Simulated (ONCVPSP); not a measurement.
Configuration tests for B (ONCV)

ONCVPSP 4.0.1 input, shortened (lines: element, Z, core and valence counts, functional; n l f; lmax; l rc ep ncon nbas qcut; lloc lpopt rc5 dvloc0; l nproj debl; icmod fcfact rcfact), PBE, scalar-relativistic:

```
  B 5.00    1    2        4      upf
    1    0    2.00
    2    0    2.00
    2    1    1.00
    2
    0    1.40    0.00    5   10    4.60
    1    1.90    0.00    4    7    3.80
    2    2.00    0.23    4    8    5.50
    4    5    1.25    0.00
    0    2    2.70
    1    1    3.30
    2    2    2.90
    3    5.00    1.00
```

Energies are relative to the spin-unpolarised reference configuration 2s2 2p1; without spin polarisation the order of configurations can differ from experiment.

```tsv
valence configuration	charge	ΔE all-electron (eV)	error AE − PS (meV)
2s1 2p0	+2	33.642	+148
2s2 2p0.5	+0.5	2.887	+4.5
2s1 2p1	+1	14.361	-17
```

(1) What are ΔE and the potential's error for 2s2 2p0?

Levels in the configuration 2s1 2p0:

```tsv
level	all-electron (eV)	pseudo (eV)
2s	-31.475	-31.296
```

Results:

(1) ΔE = 8.219 eV all-electron; the error (AE − PS) is +37 meV.
